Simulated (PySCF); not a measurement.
## A small calculation by hand: chemical shift, span and skew from a shielding tensor

FH₆NOSi₂, SMILES N[Si@@H](O)[SiH2]F. Atoms are numbered in the order given.

```xyz
11

N     -1.6756    -1.1047     1.0413
Si    -1.0119     0.1508     0.0654
O     -0.4968     1.5533     0.8274
Si     1.0018    -0.5987    -0.8882
F      2.0761     0.5074    -0.2938
H     -1.1072    -1.6003     1.7218
H     -2.6413    -1.0524     1.3535
H     -2.1007     0.5236    -0.8779
H      0.4660     1.6461     0.8605
H      1.4552    -1.9458    -0.4239
H      1.0885    -0.5618    -2.3787
```

Geometry optimised at r2SCAN-D4/def2-SVP. The structure was generated by enumeration; whether it is a known compound was not checked. The values are those of a single conformer.

GIAO shieldings from B3LYP/pcSseg-1 (PySCF), non-relativistic, no solvent. The symmetric part of the tensor of Si2 has the principal values 316.5, 380.4, 412.3 ppm. The same nucleus in TMS has σ = 338.7 ppm at this level (PySCF, at its B3LYP-D3(BJ)/def2-TZVP geometry).

### Question
Work out the isotropic shielding, the ²⁹Si shift against TMS, the span and the skew.

### Answer

σ(iso) = (σ11 + σ22 + σ33)/3 = 369.7 ppm. δ = σ(ref) − σ(iso) = 338.7 − (369.7) = -31.0 ppm.
Span Ω = σ33 − σ11 = 95.8 ppm. Skew κ = 3(σ(iso) − σ22)/Ω = -0.33. Tumbling in solution averages the tensor to δ; in a static solid the shielding alone would spread this spin-1/2 line over Ω.
